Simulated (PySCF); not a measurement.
A structure optimised at B3LYP-D3(BJ)/def2-SVP, used in a PySCF frequency run:

```
C
H 1 1.1033
H 1 1.1054 2 106.67
B 1 1.5885 2 112.79 3 -120.55
O 4 1.3639 1 123.27 2 -5.20
H 5 0.9626 4 113.01 1 1.84
O 4 1.3650 5 115.03 6 -179.65
H 7 0.9633 4 113.62 5 -178.33
Si 1 1.8901 2 108.75 3 114.70
H 9 1.4918 1 110.63 2 67.92
H 9 1.4925 10 108.79 1 123.22
H 9 1.4957 10 108.15 11 117.10
```

Task: Write its SMILES and formula.

Result: OB(O)C[SiH3], CH₇BO₂Si

Task: What are its rotational constants (standard atomic weights)?

Result: 6.9674, 2.1427, 1.8494 GHz
